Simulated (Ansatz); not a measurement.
CH₃FOSSi (`O[C@@H]1S[Si@H]1F`), relaxed with RKS PBE0-D4/def2-TZVP in the Gaussian-basis code of Ansatz from a PBE-D4/def2-SVP geometry. The force threshold is 0.005 eV/Å; the program also tests the step.

Total charge 0; spin multiplicity 1.

Start:

```xyz
8

O    -0.875    0.493    1.389
C    -0.353    0.548    0.125
S    -1.052   -0.784   -1.217
Si    0.877   -0.725   -0.429
F     2.124   -0.272   -1.388
H    -1.726    0.974    1.404
H    -0.396    1.534   -0.381
H     1.401   -1.768    0.498
```

```json
{"step": "1", "energy (eV)": "-24554.3722", "largest force (eV/Å)": "1.344", "largest move (Å)": "0.000"}
{"step": "2", "energy (eV)": "-24554.4320", "largest force (eV/Å)": "0.838", "largest move (Å)": "0.034"}
{"step": "3", "energy (eV)": "-24554.4525", "largest force (eV/Å)": "0.201", "largest move (Å)": "0.032"}
{"step": "4 (rejected)", "energy (eV)": "-24554.4513", "largest force (eV/Å)": "0.338", "largest move (Å)": "0.017"}
{"step": "5", "energy (eV)": "-24554.4548", "largest force (eV/Å)": "0.087", "largest move (Å)": "0.008"}
{"step": "6", "energy (eV)": "-24554.4562", "largest force (eV/Å)": "0.036", "largest move (Å)": "0.014"}
{"step": "7", "energy (eV)": "-24554.4564", "largest force (eV/Å)": "0.019", "largest move (Å)": "0.009"}
{"step": "8", "energy (eV)": "-24554.4565", "largest force (eV/Å)": "0.011", "largest move (Å)": "0.012"}
{"step": "9", "energy (eV)": "-24554.4565", "largest force (eV/Å)": "0.007", "largest move (Å)": "0.002"}
{"step": "10", "energy (eV)": "-24554.4565", "largest force (eV/Å)": "0.004", "largest move (Å)": "0.002"}
```

End:

```xyz
8

O    -0.865    0.505    1.373
C    -0.345    0.544    0.103
S    -1.039   -0.750   -1.161
Si    0.884   -0.710   -0.428
F     2.086   -0.284   -1.377
H    -1.733    0.920    1.378
H    -0.369    1.520   -0.378
H     1.382   -1.745    0.490
```

Hardware: 2 threads of an AMD EPYC 9B14 on a shared host. Wall time 38 s, peak host memory 0.47 GiB.
